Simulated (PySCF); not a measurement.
# How methods differ on the excitation energy of Sb²⁺

Sb²⁺ [Kr] 4d10 5s2 5p1 (2P) → Sb²⁺ [Kr] 4d10 5s1 5p2 (4P), as a difference of total energies. All numbers are calculated (PySCF 2.14, the spin-free X2C one-electron Hamiltonian (Gaussian nucleus), in aug-cc-pwCVTZ-DK3). Correlated levels: valence: [Kr] 4d10 frozen. The calculations carry no spin-orbit coupling.

```
           method  excitation energy (eV)
              UHF                   5.571
    MP2 (valence)                   6.329
SCS-MP2 (valence)                   6.607
   CCSD (valence)                   6.552
CCSD(T) (valence)                   6.568
```

Q: How much does correlation contribute at CCSD(T) (valence)?

A: 6.568 − (5.571) = 0.997 eV, measured against UHF.

A first-order spin-orbit estimate (lowest level to lowest level, LS coupling) adds 0.054 eV.
